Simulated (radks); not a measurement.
The numbers below are computed, except where a source is named.
Ionisation of Ne5+, [He] 2s2 2p1, to Ne6+, [He] 2s2, under several functionals. Scalar-relativistic Kohn-Sham, spin-unpolarised, spherical densities, finite nucleus; a radial shooting solver on a logarithmic mesh with Libxc functionals.

| functional | E(Ne5+) (hartree) | Exc (hartree) | IE (eV) | -e(HOMO) (eV) | <r> HOMO (bohr) | IE error (eV) |
|---|---|---|---|---|---|---|
| PBEsol | -115.74936 | -8.23519 | 156.73 | 140.17 | 0.6678 | -1.2 |
| SOGGA | -115.70733 | -8.19245 | 156.56 | 140.00 | 0.6681 | -1.4 |
| exchange-only r2SCAN | -115.91062 | -8.40573 | 154.83 | 138.63 | 0.6722 | -3.1 |
| Wu-Cohen GGA | -115.90503 | -8.39729 | 157.03 | 140.45 | 0.6667 | -0.9 |
| B86b exchange with PBE correlation | -116.13271 | -8.63239 | 157.26 | 140.60 | 0.6669 | -0.7 |

NIST Atomic Spectra Database: 157.93 eV (measured). Closest: B86b exchange with PBE correlation. The Delta-SCF values span 2.42 eV, the total energies 0.43 hartree. The highest occupied level is 2p. Spin polarisation and multiplet splitting are left out, so open shells lie too high by an amount that depends on their filling.

Beside tabulated values, note that spin-unpolarised runs miss the spin-polarisation part of the exchange energy of open shells.
